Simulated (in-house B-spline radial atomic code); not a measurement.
Radial electron density of Dy2+, [Xe] 4f10. Method: scalar-relativistic (X2C) PBE0, spin-polarised, spherical fractional occupations, Fermi nucleus of rms radius 5.2218 fm. Calculated with an all-electron radial atomic-structure program (B-spline basis).

Caution: exact exchange at fractional occupations of open shells leaves self-interaction of up to several eV.

One-electron X2C: radii and densities carry no picture-change correction, so inner-shell <1/r> comes out high (for 1s by about 2 % at Z = 33, 5 % at 54, 10 % at 75, 30 % at 118) and <r> low.

Columns: r (bohr), 4πr²n(r) (electrons per bohr), bar.

```
 0.00046    2.371 #
0.000566    3.223 #
0.000697    4.371 ##
0.000859    5.914 ##
 0.00106    7.979 ###
  0.0013    10.62 ####
  0.0016     14.1 #####
 0.00198    18.71 #######
 0.00243     24.3 #########
   0.003    31.39 ############
 0.00369    39.73 ###############
 0.00455    49.44 ###################
  0.0056    59.93 ######################
 0.00689    70.51 ##########################
 0.00849    80.12 ##############################
  0.0105     87.3 #################################
  0.0129    90.38 ##################################
  0.0159    88.98 #################################
  0.0195     84.2 ################################
  0.0241    78.86 ##############################
  0.0296    77.93 #############################
  0.0365    85.09 ################################
  0.0449    99.41 #####################################
  0.0554    113.8 ###########################################
  0.0682    117.4 ############################################
   0.084    106.8 ########################################
   0.103     92.3 ###################################
   0.127    89.28 #################################
   0.157    100.1 ######################################
   0.193    103.7 #######################################
   0.238    83.77 ###############################
   0.293    55.52 #####################
   0.361    45.67 #################
   0.445    52.84 ####################
   0.547    53.15 ####################
   0.674    39.29 ###############
    0.83    23.96 #########
    1.02    15.67 ######
    1.26    11.63 ####
    1.55    7.968 ###
    1.91    4.241 ##
    2.35     1.67 #
     2.9   0.4656 
    3.57  0.09485 
     4.4  0.01437 
    5.41 0.001864
```

On this grid the curve has 4 maxima, near 0.0129, 0.0682, 0.193, 0.547 bohr.

The 5p down radial function P(r) = rR(r), positive near the nucleus:

```tsv
r (bohr)	P
0.000859	0.001071
0.0013	0.002025
0.00198	0.003929
0.003	0.007633
0.00455	0.01486
0.00689	0.02852
0.0105	0.0537
0.0159	0.09483
0.0241	0.1524
0.0365	0.2066
0.0554	0.1986
0.084	0.04748
0.127	-0.2124
0.193	-0.2806
0.293	0.1168
0.445	0.4613
0.674	0.00287
1.02	-0.7528
1.55	-0.8769
2.35	-0.4458
3.57	-0.09881
5.41	-0.007182
```
